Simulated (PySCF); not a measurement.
# How methods differ on the excitation energy of N

N [He] 2s2 2p3 (4S) → N [He] 2s1 2p4 (4P), as a difference of total energies. All numbers are calculated (PySCF 2.14, the spin-free X2C one-electron Hamiltonian (Gaussian nucleus), in aug-cc-pVTZ-DK (5s4p3d2f, 46 functions)). Correlated levels: valence: 1s2 frozen. The calculations carry no spin-orbit coupling.

| method | excitation energy (cm⁻¹) |
| --- | --- |
| UHF | 88038 |
| MP2 (valence) | 89177 |
| SCS-MP2 (valence) | 89285 |
| CCSD (valence) | 87868 |
| CCSD(T) (valence) | 87348 |

Errors of the correlated levels include the incompleteness of this basis and the frozen core.

The coupled-cluster amplitudes are large for the upper state (T1 above 0.03 or a double amplitude above 0.15), so a single reference is strained.

For comparison: 88132 cm⁻¹ (measured; NIST levels, between the centres of gravity of the two terms).
